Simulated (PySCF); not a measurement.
Rh(acac)(CO)2 (C7H7O4Rh), SMILES CC1=CC(C)=[O]->[Rh](<-[C-]#[O+])(<-[C-]#[O+])[O]1, multiplicity 1.

The structure is a stationary point at B3LYP-D3(BJ)/def2-SVP. The multiplicity is an assumed one; other spin states were not compared. The isomer is the one that the SMILES or the coordinates give; other isomers of the formula were not compared. The def2 effective core potentials stand for the cores of Rh; spin–orbit coupling is left out. One conformer was computed; it need not be the lowest.

All values below come from PySCF with M06-2X/def2-SVP.

Symmetry labels are those of the subgroup C2v that the program uses (full group C2v).

Computed valence orbital energies around the gap with their symmetry:
| orbital | symmetry | energy (eV) |
|---|---|---|
| HOMO−7 | A2 | -11.72 |
| HOMO−6 | A1 | -10.88 |
| HOMO−5 | A1 | -9.48 |
| HOMO−4 | B2 | -9.39 |
| HOMO−3 | B1 | -9.37 |
| HOMO−2 | A2 | -9.12 |
| HOMO−1 | A1 | -8.17 |
| HOMO | B1 | -7.71 |
| LUMO | B1 | -0.47 |
| LUMO+1 | A2 | -0.29 |
| LUMO+2 | B2 | 0.26 |
| LUMO+3 | A1 | 0.48 |
